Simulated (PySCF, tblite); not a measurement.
C₅H₁₆FNSi₂.
SMILES with atom numbers: `[CH3:1][CH2:2][NH:3][C:4]([CH3:5])([CH3:6])[SiH2:7][SiH2:8][F:9]` (hydrogens: H10, H11, H12 on C1; H13, H14 on C2; H15 on N3; H16, H17, H18 on C5; H19, H20, H21 on C6; H22, H23 on Si7; H24, H25 on Si8)

Structure used (GFN2-xTB), in Å, numbered top down from 1:
```
atom  x, y, z in Å
C1     2.0249   -1.4318   -0.2523
C2     2.0049   -0.0381    0.3861
N3     0.7511    0.3900    0.9604
C4    -0.3147    0.9744    0.1456
C5     0.2275    2.2037   -0.5816
C6    -1.3703    1.4394    1.1573
Si7   -1.1815   -0.2154   -1.1178
Si8   -1.5892   -2.2570   -0.1336
F9    -3.1056   -2.6656   -0.5101
H10    3.0468   -1.7008   -0.5097
H11    1.4246   -1.4637   -1.1578
H12    1.6398   -2.1734    0.4457
H13    2.3259    0.7037   -0.3453
H14    2.7353   -0.0278    1.2047
H15    0.3759   -0.3361    1.5606
H16    0.7777    2.8372    0.1124
H17    0.8873    1.9272   -1.4002
H18   -0.5960    2.7766   -0.9997
H19   -0.9126    2.1061    1.8864
H20   -2.1771    1.9704    0.6589
H21   -1.7970    0.5932    1.6944
H22   -2.4026    0.4646   -1.5816
H23   -0.3451   -0.3302   -2.3272
H24   -1.6086   -2.3129    1.3302
H25   -0.8325   -3.4093   -0.6168
```

Theory: PBE0/pcSseg-1 in PySCF (dipole) on a GFN2-xTB geometry, gas phase.

Masses are those of the commonest isotopes; rigid-rotor values at the optimised geometry. The values belong to one conformer with, in the numbering `[CH3:1][CH2:2][NH:3][C:4]([CH3:5])([CH3:6])[SiH2:7][SiH2:8][F:9]`, C1–C2–N3–C4 -83°, C2–N3–C4–C5 -57°, N3–C4–Si7–Si8 43°, C4–Si7–Si8–F9 134°.

(1) What are A, B and C (MHz)?

(2) Classify the top.

(3) Is it planar, by Δ = Ic − Ia − Ib?

(4) Which types of transition are allowed, and where do some lines up to J = 2 fall?

(5) Estimate the classical rotational partition function at 50 K, 100 K and 298.15 K.

## Answers

(1) Ia = 348.87, Ib = 680.40, Ic = 849.98 u·Å²; 505379 MHz·u·Å²/I gives A = 1449, B = 742.8, C = 594.6 MHz.

(2) An asymmetric top; Ray's κ = -0.653.

(3) Not planar: Δ = Ic − Ia − Ib = -179.28 u·Å². For a rigid frame Δ = −2 Σ m c², so Σ m c² = 89.64 u·Å² lies off the ab plane: 26.71 from hydrogen and 62.93 from heavier atoms. The atom farthest from that plane is 2.21 Å away.

(4) The dipole components are |μa| = 2.06 D, |μb| = 0.92 D, |μc| = 0.01 D. The squared components, which scale the intensities, stand as 1.00 : 0.20 : 0.00 (a : b : c). Some lines, for components of 0.1 D or more:

| type | branch | J(Ka,Kc) | MHz | lower level (cm⁻¹) |
| --- | --- | --- | --- | --- |
| a | Q | 2(1,1) ← 2(1,2) | 445 | 0.152 |
| b | Q | 1(1,0) ← 1(0,1) | 854 | 0.045 |
| b | Q | 2(1,1) ← 2(0,2) | 1023 | 0.133 |
| a | R | 1(0,1) ← 0(0,0) | 1337 | 0.000 |
| b | R | 2(0,2) ← 1(1,1) | 1948 | 0.068 |
| b | R | 1(1,1) ← 0(0,0) | 2043 | 0.000 |
| b | Q | 2(2,0) ← 2(1,1) | 2139 | 0.167 |
| a | R | 2(1,2) ← 1(1,1) | 2526 | 0.068 |
| b | Q | 2(2,1) ← 2(1,2) | 2562 | 0.152 |
| a | R | 2(0,2) ← 1(0,1) | 2654 | 0.045 |
| a | R | 2(1,1) ← 1(1,0) | 2823 | 0.073 |
| b | R | 2(1,2) ← 1(0,1) | 3232 | 0.045 |
| b | R | 2(2,1) ← 1(1,0) | 4940 | 0.073 |
| b | R | 2(2,0) ← 1(1,1) | 5110 | 0.068 |

(5) Point group C1, symmetry number σ = 1; q = (√π/σ)·√((kT/h)³/(ABC)), k/h = 20836.6 MHz/K: 74500 at 50 K, 211000 at 100 K, 1090000 at 298.15 K.

Its GFN2-xTB frequencies are all real (lowest 28 cm⁻¹). No vibrational averaging or centrifugal distortion is included, and the geometry carries the error of its method. A rigid rotor knows nothing of inversion at nitrogen or internal rotation, which can split or shift real lines. Quadrupole hyperfine structure (14N) is left out.
